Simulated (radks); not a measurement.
The numbers below are computed, except where a source is named.
All-electron atom: In3+ in [Ar] 3d10 4s2 4p5.75 4d10 5p0.25 (fractional occupations, a model configuration). Code: a radial shooting solver on a logarithmic mesh with Libxc functionals. Model: Dirac Kohn-Sham, Wu-Cohen GGA, spin-unpolarised, spherical densities, point nucleus; open shells fill j = l - 1/2 first.

Unscreened Slater integrals over Kohn-Sham orbitals (hartree). Large and small components are both included. Empty in this configuration: 5s1/2.

integral            value
F0(5p1/2,5p1/2)   0.35399
F0(5p1/2,4d5/2)   0.43733
G3(5p1/2,4d5/2)  0.045137
F0(5p1/2,4d3/2)   0.43800
G1(5p1/2,4d3/2)  0.050281
F0(5p1/2,4p3/2)   0.44784
G2(5p1/2,4p3/2)  0.027065
F0(5p1/2,5s1/2)   0.37786
G1(5p1/2,5s1/2)   0.25423
F0(4d5/2,4d5/2)   0.79043
F2(4d5/2,4d5/2)   0.39624
F4(4d5/2,4d5/2)   0.26035
F0(4d5/2,4d3/2)   0.79509
F2(4d5/2,4d3/2)   0.39852
G2(4d5/2,4d3/2)   0.39825
G4(4d5/2,4d3/2)   0.26171
F0(4d5/2,4p3/2)   0.86701
F2(4d5/2,4p3/2)   0.43351
G1(4d5/2,4p3/2)   0.54955
G3(4d5/2,4p3/2)   0.33738
F0(4d5/2,5s1/2)   0.49442
G2(4d5/2,5s1/2)  0.076838
F0(4d3/2,4d3/2)   0.79985
F2(4d3/2,4d3/2)   0.40091
F0(4d3/2,4p3/2)   0.87318
F2(4d3/2,4p3/2)   0.43781
G1(4d3/2,4p3/2)   0.55593
G3(4d3/2,4p3/2)   0.34149
F0(4d3/2,5s1/2)   0.49537
G2(4d3/2,5s1/2)  0.074527
F0(4p3/2,4p3/2)   0.96979
F2(4p3/2,4p3/2)   0.50803
F0(4p3/2,5s1/2)   0.50918
G1(4p3/2,5s1/2)  0.037375
F0(5s1/2,5s1/2)   0.40918
